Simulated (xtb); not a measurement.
ClH4NO2Si, SMILES N[Si](O)(O)Cl. All values are semi-empirical tight-binding results from xtb (GFN2-xTB unless named), good for trends rather than for accurate numbers. Geometry optimised at GFN2-xTB. The values are those of a single conformer.

Optimised geometry:

Bond lengths (Å): N1–Si2 1.716, N1–H6 1.006, N1–H7 1.007, Si2–O3 1.625, Si2–O4 1.620, Si2–Cl5 2.023, O3–H8 0.953, O4–H9 0.954. Angles (°): Si2–N1–H6 118.5, Si2–N1–H7 117.8, H6–N1–H7 109.8, N1–Si2–O3 110.9, N1–Si2–O4 112.7, N1–Si2–Cl5 106.1, O3–Si2–O4 106.4, O3–Si2–Cl5 110.4, O4–Si2–Cl5 110.5, Si2–O3–H8 120.1, Si2–O4–H9 121.0.
Charge 0, spin multiplicity 1.

### Question
Estimate the properties. (Estimate from the structure and the level; the computed values follow.)

### Answer

| Item | Result |
|---|---|
| orbital gap | 8.06 eV |
| dipole moment | 2.33 D |
| zero-point energy | 34.4 kcal/mol |
| G − E(el) at 298.15 K (modified RRHO) | 14.6 kcal/mol |
| static polarisability (D4 model) | 68.0 bohr³ |
| solvation energy, GFN2-xTB/ALPB(water) | -11.7 kcal/mol |
| solvation energy, GFN2-xTB/ALPB(ether) | -11.0 kcal/mol |

### Question
Give the atomic charges and the Wiberg bond orders between heavy atoms. (An estimate is asked for; the answer gives what the named calculation found.)

### Answer
charges (e) N1 -0.40, Si2 0.64, O3 -0.47, O4 -0.46, Cl5 -0.29, H6 0.17, H7 0.17, H8 0.32, H9 0.32. Bond orders N1–Si2 1.11, Si2–O3 1.15, Si2–O4 1.17, Si2–Cl5 0.96.
